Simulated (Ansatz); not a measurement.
Born–Oppenheimer molecular dynamics of F3HOSi (6 atoms, charge 0, multiplicity 1). It starts from a relaxed structure.

Computed with RHF/def2-SVP (Ansatz 0.2.0).

```
ensemble                      : NVE (velocity Verlet)
time step                     : 0.25 fs
steps asked                   : 166
starting velocities drawn for : 700 K
seed                          : 893846
```

Frames 2.5 fs apart, positions in Å, forces in eV/Å.

Velocities at 2.5 fs (Å/ps):

```
Si 1.27 -6.44 3.60
O 4.67 0.16 -0.72
H -9.26 47.08 -17.41
F 1.48 0.88 2.23
F -5.25 -0.10 -2.65
F -1.55 6.11 -3.38
```

```xyz
6
Properties=species:S:1:pos:R:3:forces:R:3 time_fs=2.5 energy_less_start_eV=0.034 T=635
Si -0.017 -0.043 0.025 0.03 1.46 -0.95
O -0.033 -0.098 1.611 -0.13 -0.05 0.43
H -0.848 -0.039 2.081 -0.05 -0.01 0.23
F 1.481 0.018 -0.462 -0.09 -0.08 0.02
F -0.774 1.257 -0.544 0.46 -0.77 0.44
F -0.733 -1.257 -0.656 -0.22 -0.56 -0.17
6
Properties=species:S:1:pos:R:3:forces:R:3 time_fs=5 energy_less_start_eV=0.113 T=482
Si -0.014 -0.057 0.032 0.09 2.47 -1.63
O -0.022 -0.097 1.611 -1.17 0.12 1.23
H -0.863 0.077 2.041 0.82 -0.19 -0.06
F 1.484 0.020 -0.457 -0.15 -0.15 0.00
F -0.786 1.256 -0.549 0.79 -1.25 0.76
F -0.737 -1.243 -0.665 -0.38 -1.00 -0.30
6
Properties=species:S:1:pos:R:3:forces:R:3 time_fs=7.5 energy_less_start_eV=0.169 T=374
Si -0.010 -0.066 0.036 0.07 2.88 -1.88
O -0.015 -0.097 1.615 -0.76 0.10 0.92
H -0.837 0.184 2.001 0.28 -0.13 0.37
F 1.488 0.021 -0.451 -0.15 -0.19 -0.03
F -0.796 1.250 -0.553 0.97 -1.44 0.96
F -0.743 -1.232 -0.675 -0.41 -1.22 -0.34
6
Properties=species:S:1:pos:R:3:forces:R:3 time_fs=10 energy_less_start_eV=0.185 T=342
Si -0.007 -0.069 0.037 -0.11 2.72 -1.68
O -0.011 -0.096 1.622 -0.35 -0.03 0.36
H -0.794 0.283 1.983 -0.20 0.05 0.66
F 1.490 0.022 -0.446 -0.07 -0.21 -0.10
F -0.803 1.240 -0.553 1.01 -1.34 1.00
F -0.750 -1.225 -0.685 -0.29 -1.19 -0.24
6
Properties=species:S:1:pos:R:3:forces:R:3 time_fs=12.5 energy_less_start_eV=0.161 T=388
Si -0.004 -0.066 0.034 -0.41 2.09 -1.15
O -0.009 -0.094 1.631 -1.08 0.47 0.28
H -0.756 0.381 1.999 0.58 -0.44 0.20
F 1.492 0.023 -0.441 0.05 -0.21 -0.19
F -0.806 1.225 -0.550 0.90 -0.95 0.89
F -0.757 -1.221 -0.697 -0.03 -0.96 -0.03
6
Properties=species:S:1:pos:R:3:forces:R:3 time_fs=15 energy_less_start_eV=0.127 T=454
Si -0.001 -0.059 0.028 -0.66 1.09 -0.40
O -0.010 -0.092 1.641 -0.77 0.39 -0.35
H -0.689 0.457 2.030 0.36 -0.38 0.16
F 1.495 0.022 -0.436 0.16 -0.19 -0.26
F -0.807 1.208 -0.545 0.62 -0.30 0.62
F -0.765 -1.221 -0.708 0.29 -0.61 0.24
6
Properties=species:S:1:pos:R:3:forces:R:3 time_fs=17.5 energy_less_start_eV=0.126 T=456
Si 0.000 -0.049 0.021 -0.71 -0.10 0.39
O -0.015 -0.087 1.649 -0.05 -0.18 -1.22
H -0.603 0.512 2.071 -0.25 0.14 0.38
F 1.498 0.021 -0.432 0.20 -0.17 -0.31
F -0.806 1.190 -0.537 0.20 0.55 0.23
F -0.772 -1.222 -0.719 0.61 -0.24 0.51
6
Properties=species:S:1:pos:R:3:forces:R:3 time_fs=20 energy_less_start_eV=0.168 T=376
Si -0.001 -0.040 0.016 -0.51 -1.27 1.09
O -0.019 -0.084 1.653 -0.40 0.27 -1.07
H -0.525 0.569 2.131 0.21 -0.42 -0.21
F 1.502 0.020 -0.429 0.15 -0.15 -0.33
F -0.804 1.173 -0.529 -0.32 1.50 -0.22
F -0.777 -1.224 -0.728 0.87 0.07 0.74
6
Properties=species:S:1:pos:R:3:forces:R:3 time_fs=22.5 energy_less_start_eV=0.227 T=261
Si -0.002 -0.033 0.012 -0.14 -2.16 1.52
O -0.026 -0.079 1.653 -0.33 0.25 -1.05
H -0.437 0.604 2.180 0.20 -0.51 -0.45
F 1.506 0.018 -0.428 -0.01 -0.13 -0.31
F -0.803 1.162 -0.521 -0.77 2.27 -0.61
F -0.779 -1.226 -0.735 1.04 0.27 0.89
6
Properties=species:S:1:pos:R:3:forces:R:3 time_fs=25 energy_less_start_eV=0.255 T=208
Si -0.004 -0.031 0.012 0.16 -2.46 1.56
O -0.033 -0.074 1.649 0.13 -0.66 -1.57
H -0.340 0.614 2.207 -0.22 0.30 0.09
F 1.510 0.015 -0.427 -0.21 -0.11 -0.27
F -0.804 1.157 -0.516 -0.94 2.59 -0.79
F -0.778 -1.228 -0.739 1.09 0.34 0.98
6
Properties=species:S:1:pos:R:3:forces:R:3 time_fs=27.5 energy_less_start_eV=0.232 T=251
Si -0.006 -0.034 0.015 0.22 -2.04 1.11
O -0.040 -0.071 1.639 -0.06 -0.36 -0.81
H -0.252 0.635 2.234 -0.04 -0.10 -0.30
F 1.514 0.013 -0.427 -0.40 -0.09 -0.23
F -0.809 1.161 -0.513 -0.76 2.32 -0.73
F -0.773 -1.228 -0.740 1.04 0.28 0.97
6
Properties=species:S:1:pos:R:3:forces:R:3 time_fs=30 energy_less_start_eV=0.188 T=337
Si -0.007 -0.041 0.021 0.10 -1.05 0.28
O -0.047 -0.069 1.626 -0.16 -0.09 0.12
H -0.168 0.650 2.243 0.03 -0.46 -0.62
F 1.516 0.009 -0.428 -0.56 -0.08 -0.18
F -0.816 1.171 -0.512 -0.29 1.59 -0.46
F -0.765 -1.227 -0.738 0.88 0.08 0.86
```

Of the whole run (42 fs, mean temperature of the second half 319 K): The conserved energy stayed within 0.019 meV per atom of its start (net change 0.015 meV per atom), so the integration is sound. A run of 0.042 ps of so small a system gives no equilibrium averages.

The run took 68 s on 1 thread of AMD EPYC 9B45 (Zen 5), with other jobs on the host, peak memory 0.15 GiB.
